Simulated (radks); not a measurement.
The numbers below are computed, except where a source is named.
Problem. These are the eigenvalues of the occupied orbitals of an atom or ion with whole-number occupations (eV). Level of theory: Dirac Kohn-Sham, BLYP, spin-unpolarised, spherical densities, finite nucleus; Fermi nuclear charge, rms radius of each element as measured or else 0.836 A^(1/3) + 0.57 fm (a radial shooting solver on a logarithmic mesh with Libxc functionals).

1s1/2: -65554.81
2s1/2: -11507.33
2p1/2: -11009.92
2p3/2: -9817.429
3s1/2: -2902.163
3p1/2: -2681.059
3p3/2: -2425.297
3d3/2: -2050.049
3d5/2: -1994.247
4s1/2: -864.8740
4p1/2: -773.6477
4p3/2: -713.0999
4d3/2: -562.1484
4d5/2: -550.6726
4f5/2: -360.4874
4f7/2: -358.1728

Which element is it, and in what charge state? The configuration may be excited. Open shells, if any, fill j = l - 1/2 first.

Solution. Z = 72, hafnium, charge +16: Hf16+ in [Kr] 4d10 4f10. The list shows which subshells hold electrons but not how many an open one holds; the 1s level, -2409.1 hartree, gives Z - s = 69.4 by -(Z - s)^2/2, which with screening and relativity narrows Z to a few neighbours, and the depths of the outer levels then fix element, charge and occupations together.
